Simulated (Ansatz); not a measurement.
Cl$_{2}$La, charge +1, singlet, at a GFN2-xTB geometry (such geometries of metal compounds can be far from the true shape) (the multiplicity is a formal guess) (core potentials on La), atoms displaced at random by about 0.02 Å a coordinate; PBE/def2-SV(P) run with Ansatz (a first-principles code).

Here is a job for Ansatz.
Ansatz 0.2 input:
```yaml
crystal:
  periodic: [false, false, false]
  atoms:
    - {symbol: La, position_ang: [0.47061238, -0.02894566, 0.54462660]}
    - {symbol: Cl, position_ang: [0.59456739, 0.31755241, -1.99462319]}
    - {symbol: Cl, position_ang: [-2.06923062, -0.22273345, 0.15912209]}
basis:
  gaussian:
    orbitals: def2-SV_P_.json
hamiltonian:
  xc: pbe
total_charge: 1
relax: {f_tol: 0.002}
```
The basis file holds def2-SV(P) in the JSON format of the Basis Set Exchange.

**Question.** What does Ansatz print? Leave out banner, timings and long lists.

**Answer.** 
```
Functional definition: PBE
649 factors; their error is unknown
mean field evaluation 1: about -25875.4980 eV, gradient 5.3e1 eV
mean field evaluation 2: about -25547.1072 eV, gradient 2.6e2 eV
mean field evaluation 4: about -25883.9183 eV, gradient 1.3e1 eV
mean field evaluation 8: about -25884.5011 eV, gradient 7.4e-2 eV
mean field evaluation 16: about -25884.4482 eV, gradient 1.7e-6 eV
mean field -25884.44817425 eV, -951.2359252947 hartree, gradient 1.8e-6 eV, S^2 0.000000; 0 other end points of the search recorded, 0 dependent functions left out
the calculation of the forces begins
reference -25884.44824531 eV, -951.2359279061 hartree; 22, 22 occupied and 39, 39 virtual orbitals, 649 factors
relax step   1: F+E_penalty+E_count = -25884.44817425 eV  Δ(F+E_penalty+E_count) = +0.000e0 eV  max|allowed force component| = 8.682e-1 eV/Å  Δτ_max = 0.0000 Å  (28 SCF iters, accepted)
these checks for a lower state are left out or cut short: starts, cluster_reference, orbital_swaps, neighbouring_geometries, increment
649 factors; their error is unknown
mean field -25884.62195213 eV, -951.2423115139 hartree, gradient 1.1e-5 eV, S^2 0.000000; 0 other end points of the search recorded, 0 dependent functions left out
the calculation of the forces begins
reference -25884.62202498 eV, -951.2423141909 hartree; 22, 22 occupied and 39, 39 virtual orbitals, 649 factors
relax step   2: F+E_penalty+E_count = -25884.62195213 eV  Δ(F+E_penalty+E_count) = -1.738e-1 eV  max|allowed force component| = 3.645e-1 eV/Å  Δτ_max = 0.1935 Å  (32 SCF iters, accepted)
these checks for a lower state are left out or cut short: starts, cluster_reference, orbital_swaps, neighbouring_geometries, increment
649 factors; their error is unknown
mean field evaluation 32: about -25884.6443 eV, gradient 1.4e-3 eV
mean field -25884.64431225 eV, -951.2431332332 hartree, gradient 1.3e-5 eV, S^2 0.000000; 0 other end points of the search recorded, 0 dependent functions left out
the calculation of the forces begins
reference -25884.64438490 eV, -951.2431359028 hartree; 22, 22 occupied and 39, 39 virtual orbitals, 649 factors
relax step   3: F+E_penalty+E_count = -25884.64431225 eV  Δ(F+E_penalty+E_count) = -2.236e-2 eV  max|allowed force component| = 1.103e-1 eV/Å  Δτ_max = 0.0919 Å  (27 SCF iters, accepted)
these checks for a lower state are left out or cut short: starts, cluster_reference, orbital_swaps, neighbouring_geometries, increment
649 factors; their error is unknown
mean field -25884.64644101 eV, -951.2432114635 hartree, gradient 1.0e-5 eV, S^2 0.000000; 0 other end points of the search recorded, 0 dependent functions left out
the calculation of the forces begins
reference -25884.64651357 eV, -951.2432141301 hartree; 22, 22 occupied and 39, 39 virtual orbitals, 649 factors
relax step   4: F+E_penalty+E_count = -25884.64644101 eV  Δ(F+E_penalty+E_count) = -2.129e-3 eV  max|allowed force component| = 1.683e-2 eV/Å  Δτ_max = 0.0398 Å  (28 SCF iters, accepted)
these checks for a lower state are left out or cut short: starts, cluster_reference, orbital_swaps, neighbouring_geometries, increment
649 factors; their error is unknown
mean field -25884.64653643 eV, -951.2432149703 hartree, gradient 9.3e-6 eV, S^2 0.000000; 0 other end points of the search recorded, 0 dependent functions left out
the calculation of the forces begins
reference -25884.64660902 eV, -951.2432176378 hartree; 22, 22 occupied and 39, 39 virtual orbitals, 649 factors
relax step   5: F+E_penalty+E_count = -25884.64653643 eV  Δ(F+E_penalty+E_count) = -9.542e-5 eV  max|allowed force component| = 1.372e-3 eV/Å  Δτ_max = 0.0073 Å  (29 SCF iters, accepted)
649 factors; their error is unknown
mean field evaluation 64: about -25884.6930 eV, gradient 1.3e0 eV
mean field -25884.64653643 eV, -951.2432149703 hartree, gradient 9.3e-6 eV, S^2 0.000000; 1 other end points of the search recorded, 0 dependent functions left out
the calculation of the forces begins
reference -25884.64660902 eV, -951.2432176378 hartree; 22, 22 occupied and 39, 39 virtual orbitals, 649 factors
Total energy: -25884.64660902 eV, -951.2432176378 hartree
Atom 0 at     0.315934    -0.019783     0.362036 Å, force    -0.000675    -0.000040    -0.000186 eV/Å
Atom 1 at     0.893257     0.358256    -2.085249 Å, force    -0.000698    -0.000164     0.000732 eV/Å
Atom 2 at    -2.213242    -0.272599     0.432338 Å, force     0.001372     0.000204    -0.000546 eV/Å
Dipole moment:     0.954342    -0.061223     1.162174 e Å
```
